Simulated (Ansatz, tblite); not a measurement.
Removing and adding an electron: In₈P₇Cl₃. Total charge 0; singlet. Geometry: r2SCAN-D4/def2-SVP. Ansatz, gas phase; energy differences of separate SCF runs; the oxidised species was run as a doublet alone; the reduced species was run as a doublet alone.

```xyz
18

P    -3.281    1.567   -3.185
P     0.633    1.790   -0.403
P    -0.427   -2.261   -2.522
P     0.785   -2.979    1.517
P    -2.656   -0.966    1.494
P     4.113    0.298    2.267
P    -0.310    1.024    3.900
In   -1.803   -0.336   -3.394
In    1.060   -0.234   -1.880
In    2.664   -1.382    1.226
In   -1.515    2.271   -1.653
In   -1.126    1.171    1.398
In   -1.093   -2.096   -0.110
In   -0.582   -1.389    2.978
In    2.039    0.934    3.249
Cl    0.783    0.755   -4.159
Cl    3.288   -1.320   -1.340
Cl   -2.572    3.153    0.617
```

In the def2 sets In takes a core potential; there is no spin–orbit coupling. The xTB rows come from tblite. B3LYP takes the VWN-RPA correlation. Single mean-field runs in def2-TZVP are fitted with def2-universal-jkfit. HOMO above LUMO, or a gap near zero within one spin, warns that the state may not be the lowest or that an electron is smeared out.

Question: Estimate orbital energies and vertical ionisation energies and electron affinities at: GFN1-xTB; GFN2-xTB; PBE-D4/def2-TZVP; B3LYP-D4/def2-TZVP; PBE0-D4/def2-TZVP.

Answer: 
```
             level  −HOMO (eV)  vertical IE (eV)  −LUMO (eV)  vertical EA (eV)  HOMO–LUMO gap (eV)  IE − EA (eV)                                     remarks
          GFN1-xTB        8.65             10.21        6.78              5.25                1.87          4.97                                           –
          GFN2-xTB        9.58             11.11        8.45              6.95                1.14          4.16                                           –
  PBE-D4/def2-TZVP        5.25              6.91        4.19              2.77                1.06          4.14  gap within one spin near zero (+1 doublet)
B3LYP-D4/def2-TZVP        5.90              7.13        3.79              2.72                2.12          4.41                                           –
 PBE0-D4/def2-TZVP        6.11              7.12        3.61              2.65                2.50          4.48                                           –
```

   Raw xTB energy differences between charge states are shifted by several eV; the methods need an empirical correction for them. Sets without diffuse functions give affinities that are too small.
